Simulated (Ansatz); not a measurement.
Input for Ansatz (a program for electronic structure): R-wB97M-V/def2-TZVPP on BGeH5O (SMILES O[BH][GeH3]), a point of a torsion scan.

Ansatz 0.2 input:
```yaml
crystal:
  periodic: [false, false, false]
  atoms:
    - {symbol: O, position_ang: [1.58637085, 0.75890385, -0.17900738]}
    - {symbol: B, position_ang: [0.87912974, -0.32159900, 0.11867477]}
    - {symbol: Ge, position_ang: [-1.12472976, -0.07349393, -0.04892609]}
    - {symbol: H, position_ang: [2.54334693, 0.73662375, -0.11385796]}
    - {symbol: H, position_ang: [1.39535983, -1.32454946, 0.46895846]}
    - {symbol: H, position_ang: [-1.57169228, 0.73437872, -1.22454026]}
    - {symbol: H, position_ang: [-1.76869877, 0.64159328, 1.09802533]}
    - {symbol: H, position_ang: [-1.95586343, -1.31618508, -0.15183067]}
basis:
  gaussian:
    orbitals: def2-TZVPP
hamiltonian:
  xc: {name: wB97M-V}
scf: {lower_state_search: off}
```

The head of its log:

```
WARN ansatz: RAYON_NUM_THREADS=1 ignored (pool sized by the plan → 1); use --threads N
Functional definition: wB97M-V
these checks for a lower state are left out or cut short: stability, starts, cluster_reference, orbital_swaps, neighbouring_geometries, increment
integrals: 0.11 GiB planned
1001 factors; their error is unknown
integrals: 0.15 GiB planned
240 factors; integrals over basis functions are off by at most 9.0e-6 eV
mean field: 0.99 GiB planned
mean field evaluation 1: about -59316.9103 eV, gradient 4.5e1 eV
mean field evaluation 2: about -59316.2980 eV, gradient 5.1e1 eV
```

What total energy does the run end on?

-2179.9781 hartree.
